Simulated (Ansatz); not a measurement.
CH3Cl3Sn (`[CH3][Sn]([Cl])([Cl])[Cl]`). Charge 0, multiplicity 1. Sn takes the def2 core potential.

| atom | x (Å) | y (Å) | z (Å) |
| --- | --- | --- | --- |
| C1 | 0.930 | -0.060 | -0.837 |
| Sn2 | -0.639 | 0.041 | 0.575 |
| Cl3 | -2.384 | 1.361 | -0.162 |
| Cl4 | -1.527 | -2.040 | 1.036 |
| Cl5 | 0.063 | 0.927 | 2.589 |
| H6 | 0.541 | -0.500 | -1.754 |
| H7 | 1.292 | 0.950 | -1.023 |
| H8 | 1.725 | -0.679 | -0.425 |

Q: List the harmonic frequencies (cm⁻¹, unscaled) at PBE0-D4/def2-TZVP in Ansatz. (An estimate is asked.)

A: The calculation gave: 69, 101, 101, 127, 127, 129, 369, 386, 386, 551, 791, 791, 1226, 1443, 1443, 3079, 3190, 3190.

Q: Is this a minimum?

A: Yes, all 18 modes are real.

Q: Give the ideal-gas thermochemistry at 298.15 K and 1 bar (rigid rotor, harmonic oscillator; point group C3v, symmetry number 3).

A: Zero-point energy 104.7 kJ/mol; H(298) − E = 129.5 kJ/mol; entropy 392.9 J/(mol·K), of which translation 177.2, rotation 114.6, vibration 101.1; G(298) − E = 12.3 kJ/mol. Modes under 100 cm⁻¹ are hindered rotations or soft bends, so the harmonic entropy is rough.
